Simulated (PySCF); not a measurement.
## Correlation energy of Xe⁴⁴⁺ (xenon, charge +44)

Starting occupation: [Ne]. All numbers are calculated (PySCF 2.14, X2C-1e with screened-nucleus spin-orbit coupling, Gaussian nucleus, in an even-tempered Gaussian basis (17 s from 23 bohr⁻², ratio 2.4; 13 p from 30 bohr⁻², ratio 2.4; 5 d from 110 bohr⁻², ratio 2.6; 4 f from 170 bohr⁻², ratio 2.6)). Frozen: nothing; 10 electrons correlated; the 32 highest virtual spinors left out.

MP2 pair energies summed by pair of shells (mhartree):

```csv
pair,energy,share (%)
2p1/2-2p3/2,-101.59,24.9
2p3/2-2p3/2,-95.84,23.5
2p3/2-2s1/2,-47.30,11.6
1s1/2-1s1/2,-45.54,11.2
1s1/2-2p3/2,-28.59,7.0
2p1/2-2s1/2,-24.50,6.0
2p1/2-2p1/2,-23.49,5.8
1s1/2-2p1/2,-16.77,4.1
2s1/2-2s1/2,-12.44,3.1
1s1/2-2s1/2,-11.48,2.8
```

Total MP2 correlation energy: -407.54 mhartree.

At this charge the one-electron X2C treatment keeps the bare 1/r₁₂, with no two-electron picture change or Breit term. That inflates the 1s pair energies well beyond their four-component values.
